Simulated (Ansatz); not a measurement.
C2H7AlSSi, SMILES `[AlH2][SiH]1CSC1`, 12 atoms. Charge 0, multiplicity 1. All runs use 4 threads of a server CPU on a shared host. Correlated methods freeze the cores.

(1) How many basis functions does each run have, and how long does it take in Ansatz? RKS ωB97M-V/def2-SVP energy; RKS PBE0-D4/def2-TZVP frequencies; RKS LC-ωPBE/def2-TZVPP energy; RKS PBE0-D4/def2-SVP energy; RHF-CCSD(T)/def2-SVP energy; RHF-MP2/def2-QZVPP energy; direct RPA on PBE orbitals/def2-TZVPP energy; RHF-CCSD(T)/def2-TZVPP energy; RKS PBE0-D4/def2-TZVP relaxation (5 steps); RKS PBE0-D4/def2-QZVPP energy; RKS ωB97M-V/def2-TZVPP energy and forces; RKS CAM-B3LYP-D4/def2-TZVPP energy. (Estimate.)

## Answers

(1) The calculation gave: Other jobs shared the machine, so times are rough.

```tsv
level	job	functions	wall time	peak host memory (GiB)
RKS PBE0-D4/def2-SVP	energy	117	1.6 s	0.6
RKS ωB97M-V/def2-SVP	energy	117	4.2 s	0.6
RKS LC-ωPBE/def2-TZVPP	energy	286	4.2 s	0.7
RHF-CCSD(T)/def2-SVP	energy	117	6 s	0.6
RKS CAM-B3LYP-D4/def2-TZVPP	energy	286	6.5 s	1.1
direct RPA on PBE orbitals/def2-TZVPP	energy	286	8 s	0.88
RKS PBE0-D4/def2-QZVPP	energy	534	12 s	2.5
RKS ωB97M-V/def2-TZVPP	energy and forces	286	15 s	1.3
RKS PBE0-D4/def2-TZVP	relaxation (5 steps)	215	27 s	0.69
RHF-MP2/def2-QZVPP	energy	534	33 s	4.2
RHF-CCSD(T)/def2-TZVPP	energy	286	2.1 min	7.8
RKS PBE0-D4/def2-TZVP	frequencies	215	4.2 min	0.78
```

LC-ωPBE has ω = 0.4 bohr⁻¹.
